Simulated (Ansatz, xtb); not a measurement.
**C4H5F3O: which of two isomers lies lower**

Structure a: `C[C@@]1(C(F)(F)F)CO1`, a singlet. Structure b: `C[C@@H]1O[C@H]1C(F)(F)F`, a singlet. Both are isolated molecules in the gas phase, relaxed with PBE-D3(BJ)/def2-SVP.

Q: Estimate E(b) − E(a) at the level CCSD(T)/def2-SVP + ΔMP2/def2-TZVPP.

A: Too close to call at this level: CCSD(T)/def2-SVP + ΔMP2/def2-TZVPP gives E(b) − E(a) = +0.023 eV.

The same difference at several levels:

| level | geometry | E(b) − E(a) (eV) | departure from the last row (eV) | job, with rough time for the two |
| --- | --- | --- | --- | --- |
| GFN2-xTB | GFN2-xTB | +0.032 | +0.009 | optimisation, 0.12 s |
| HF/STO-3G | GFN2-xTB | −0.001 | −0.024 | single point, 0.48 s |
| r2SCAN-D4/def2-SVP | GFN2-xTB | +0.040 | +0.017 | single point, 2.8 s |
| PBE-D3(BJ)/def2-SVP | PBE-D3(BJ)/def2-SVP | +0.017 | −0.006 | optimisation, 21 s |
| HF/def2-SVP | PBE-D3(BJ)/def2-SVP | −0.010 | −0.033 | part of the CCSD(T) run |
| MP2/def2-SVP | PBE-D3(BJ)/def2-SVP | +0.051 | +0.028 | part of the CCSD(T) run |
| CCSD(T)/def2-SVP | PBE-D3(BJ)/def2-SVP | +0.047 | +0.024 | single point |
| CCSD(T)/def2-SVP + ΔMP2/def2-TZVPP | PBE-D3(BJ)/def2-SVP | +0.023 |  | single point, 61 s |

As drawn, both hold the same kinds of bond in the same numbers.

The largest departure from CCSD(T)/def2-SVP + ΔMP2/def2-TZVPP is that of HF/def2-SVP, 0.033 eV. The last row adds to CCSD(T) the change of the MP2 difference between the two basis sets, here −0.024 eV.

With thermal terms from frequencies at re-optimised GFN2-xTB minima (ideal gas, soft modes damped towards free rotors, one conformer each, 298.15 K, 1 atm): the zero-point term adds +0.002 eV; ΔH is +0.027 and ΔG +0.014 eV.

The correlated steps freeze 8 core orbitals. Run with Ansatz 0.2.0, xtb 6.7.1; the last row on 2 threads of Intel(R) Xeon(R) 6975P-C (Granite Rapids) on a shared host.
